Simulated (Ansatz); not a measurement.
Reaction (formal exchange of groups at a Ge–O bond): `[BH2][GeH2][O][SiH2]F` + `C=O` → `[BH2][GeH2][CH]=O` + `O[SiH2]F`

Program: Ansatz. Geometries: PBE0-D4/def2-TZVP. ΔE: electronic, gas phase. CCSD(T)/CBS adds triple-zeta CCSD(T) − MP2 to the extrapolated MP2 energy (def2 sets, frozen cores). This one scheme is used for every species. Functionals use def2-TZVPP. B3LYP here is the variant with VWN-RPA as its local correlation; programs differ in this. For Ge outer-core shells are correlated without core-valence functions, which leaves a few kJ/mol of doubt a bond. Scalar relativity is left out up to krypton. One conformer a species, not always the lowest.

CCSD(T)/CBS gives +13.5 kcal/mol.

Question: Another level gave +19.9 kcal/mol. Which?
A. CCSD(T)/def2-TZVPP
B. HF/def2-TZVPP
C. B3LYP/def2-TZVPP
D. r2SCAN/def2-TZVPP

Answer: B. HF/def2-TZVPP 19.9, B3LYP 12.2, r2SCAN 10.6, CCSD(T)/def2-TZVPP 14.1 kcal/mol.

Largest T1 diagnostic among the species: 0.016.

In def2-TZVPP, CCSD(T) changes the Hartree–Fock value by −5.8 kcal/mol (the triples alone add −1.0 kcal/mol) and MP2 by −5.3 kcal/mol. From PBE to PBE0 (25 % exact exchange), in def2-TZVPP and without D4, ΔE moves by +3.2 kcal/mol.
